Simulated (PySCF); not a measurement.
B(Cl)2(OSiH3) (BCl₂H₃OSi), SMILES [SiH3]OB(Cl)Cl. Atoms are numbered in the order given.

```xyz
8

B     -0.0950     0.4954     0.0000
Cl    -0.9115     2.0570     0.0000
Cl     1.6842     0.4503     0.0000
O     -0.8058    -0.6336     0.0000
Si    -0.3827    -2.2753     0.0000
H      0.4036    -2.5793     1.2234
H      0.4036    -2.5793    -1.2234
H     -1.6644    -3.0206     0.0000
```
Charge 0, spin multiplicity 1.

The structure is a stationary point at B3LYP-D3(BJ)/def2-SVP. This is a generated structure with no PubChem entry under its InChIKey; it may be hypothetical. Other conformers were not sampled.

Calculation: TDA-CAM-B3LYP/def2-SVPD (PySCF).

Vertical excitations. The molecule is in vacuum. State labels are in the subgroup Cs.

| state | symmetry | energy (eV) | λ (nm) | f | main pairs |
|---|---|---|---|---|---|
| S1 | A" | 6.90 | 180 | 0.000 | HOMO→LUMO+1 97 % |
| S2 | A" | 7.72 | 161 | 0.001 | HOMO−4→LUMO+1 56 %, HOMO−3→LUMO+1 37 % |
| S3 | A' | 7.92 | 157 | 0.147 | HOMO−1→LUMO+1 80 % |
| S4 | A" | 7.96 | 156 | 0.000 | HOMO−4→LUMO+1 39 %, HOMO−3→LUMO+1 39 %, HOMO−6→LUMO+1 16 % |
| S5 | A' | 7.98 | 155 | 0.017 | HOMO→LUMO 78 % |
| S6 | A" | 8.08 | 154 | 0.011 | HOMO−2→LUMO 40 %, HOMO−1→LUMO 32 %, HOMO−2→LUMO+2 6 % |
| S7 | A' | 8.17 | 152 | 0.013 | HOMO−3→LUMO 53 %, HOMO−2→LUMO+1 16 %, HOMO−3→LUMO+2 8 % |
| S8 | A' | 8.21 | 151 | 0.170 | HOMO−2→LUMO+1 61 %, HOMO−3→LUMO 10 % |
| S9 | A" | 8.47 | 146 | 0.000 | HOMO−1→LUMO 52 %, HOMO−2→LUMO 31 % |
| S10 | A' | 8.90 | 139 | 0.202 | HOMO−4→LUMO 65 % |
| T1 | A" | 6.74 | 184 | 0 | HOMO→LUMO+1 97 % |
| T2 | A' | 7.01 | 177 | 0 | HOMO−1→LUMO+1 92 % |
| T3 | A' | 7.24 | 171 | 0 | HOMO−2→LUMO+1 84 % |
| T4 | A" | 7.50 | 165 | 0 | HOMO−3→LUMO+1 56 %, HOMO−4→LUMO+1 30 %, HOMO−6→LUMO+1 11 % |
Triplets are in the Tamm–Dancoff approximation.
